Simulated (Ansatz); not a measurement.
A nudged elastic band was laid between two geometries of a periodic cell of 17 atoms, LiBe$_{16}$ (host Be, host structure hcp, interstitial Li).

Method: Ansatz, DFT PBE, scalar-relativistic, plane waves, PAW. Settings: cutoff 420 eV, k mesh 5x5x3, fermi-dirac smearing 0.05 eV, no spin polarisation.

```yaml
movable_images: 3
climbing_image: yes
spring: 2.0 eV/Å²
optimiser: quadratic models (default)
start_path: straight line
force_threshold: 0.05 eV/Å
iteration_limit: 16
end_points: relaxed
```

Initial state:

```xyz
17
Lattice="-2.2900 -3.9664 0.0000 3.4350 -1.9832 0.0000 0.0000 0.0000 7.1769" Properties=species:S:1:pos:R:3
Be 0.116 -4.120 -0.051
Be 0.191 -2.830 1.727
Be -0.814 -3.187 3.545
Be 0.184 -2.825 5.358
Be -1.027 -2.091 -0.054
Be 2.355 -2.646 1.701
Be -1.647 -1.578 3.523
Be 2.351 -2.647 5.356
Be 1.218 -2.082 -0.053
Be 1.189 -0.740 1.711
Be 0.884 -2.004 3.544
Be 1.188 -0.733 5.358
Be 0.094 -0.114 -0.055
Be 1.366 -4.787 1.716
Be -0.022 -0.385 3.530
Be 1.359 -4.782 5.355
Li 2.457 -0.769 3.533
```

Final state:

```xyz
17
Lattice="-2.2900 -3.9664 0.0000 3.4350 -1.9832 0.0000 0.0000 0.0000 7.1769" Properties=species:S:1:pos:R:3
Be -0.066 -3.964 -0.023
Be -0.120 -2.539 1.739
Be -0.069 -3.968 3.497
Be 0.504 -3.057 5.318
Be -1.338 -1.791 -0.022
Be 2.174 -2.490 1.747
Be -1.341 -1.798 3.522
Be 3.103 -3.432 5.338
Be 0.922 -1.826 -0.027
Be 1.049 -0.548 1.742
Be 0.919 -1.826 3.510
Be 1.164 -0.283 5.327
Be -0.044 0.078 -0.019
Be 1.070 -4.527 1.743
Be -0.046 0.078 3.505
Be 1.412 -4.611 5.342
Li 2.125 -1.879 5.330
```

Task: Which bonds break or form, and what moves?

Result: Contacts lost: Be10–Li17, Be14–Li17. Contacts made: Be9–Li17, Be13–Li17. The atom that moves furthest is Li17, by 2.14 Å.

Task: Give the energies along the band, and the barrier.

Result: The forces met the threshold. The highest image is number 2 of 0 to 4, 0.76 eV above the ends, which have the same energy within 2 meV. The order of the stationary point at the top wasn't checked. Limits of this set-up: coarse k mesh.

| image | path coordinate (Å) | energy (eV) | Be10–Li17 (Å) | Be14–Li17 (Å) | Be9–Li17 (Å) |
| --- | --- | --- | --- | --- | --- |
| 0 | 0.00 | 0.00 | 2.22 | 2.18 | 4.01 |
| 1 | 1.04 | 0.27 | 2.52 | 2.29 | 3.62 |
| 2 | 2.07 | 0.76 | 3.07 | 2.93 | 2.93 |
| 3 | 3.10 | 0.27 | 3.62 | 3.62 | 2.29 |
| 4 | 4.14 | 0.00 | 3.98 | 4.02 | 2.18 |

Task: What is the geometry of the highest image?

Result: 
```xyz
17
Lattice="-2.2900 -3.9664 0.0000 3.4350 -1.9832 0.0000 0.0000 0.0000 7.1769" Properties=species:S:1:pos:R:3
Be -0.021 -3.923 -0.084
Be -0.009 -2.629 1.595
Be -0.122 -3.751 3.272
Be 0.138 -2.699 5.185
Be -1.138 -1.999 0.096
Be 2.306 -2.689 1.772
Be -1.285 -1.930 3.683
Be 2.408 -2.861 5.593
Be 1.111 -1.970 -0.140
Be 1.189 -0.707 1.641
Be 0.970 -2.076 3.245
Be 0.952 -0.459 5.445
Be -0.047 0.044 0.047
Be 1.177 -4.642 1.829
Be 0.188 -0.204 3.416
Be 1.322 -4.535 5.626
Li 2.292 -1.320 4.436
```

The band took 11 iterations and roughly 10 core-minutes.

The run took 9.9 min on 1 thread of Intel(R) Xeon(R) Processor @ 2.50GHz (Skylake/Cascade Lake), with other jobs on the host, peak memory 0.65 GiB.
